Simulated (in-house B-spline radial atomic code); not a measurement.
# Ionising Ca IX (Ca8+) with different functionals

Computed with a radial B-spline atomic code at the basis-set limit: four-component Dirac-Coulomb Hamiltonian, Fermi nucleus of rms radius 3.4776 fm, spin-restricted, spherical fractional occupations for the functionals, and exact exchange of hybrids averaged over the configuration. The ionisation energy is the difference of two self-consistent energies, [Ne] 3s2 → [Ne] 3s1, without Breit or QED terms; ε is the level of the shell that loses the electron (mean over j).

```csv
method,rung,ΔSCF (eV),-ε(3s) (eV)
B97-1,global hybrid,189.00,180.52
BHandHLYP,global hybrid,188.54,183.17
LC-wPBE,range-separated hybrid,189.61,184.22
HSE06,range-separated hybrid,189.10,180.60
```

Problem. Among the functionals, which spreads more, the ΔSCF values or the orbital energies?

Solution. The orbital energies: ΔSCF values span about 1.07 eV and the orbital energies 3.70 eV.

Problem. How do they compare with the NIST value?

Solution. NIST lists 188.54 eV ± 0.06 (semi-empirical, ground level to ground level). Errors run from -0.00 to +1.07 eV; BHandHLYP is closest (-0.00 eV), but part of that can be cancellation, since the calculations leave out Breit-QED terms, spin polarisation, the near-degeneracy of s² and p².
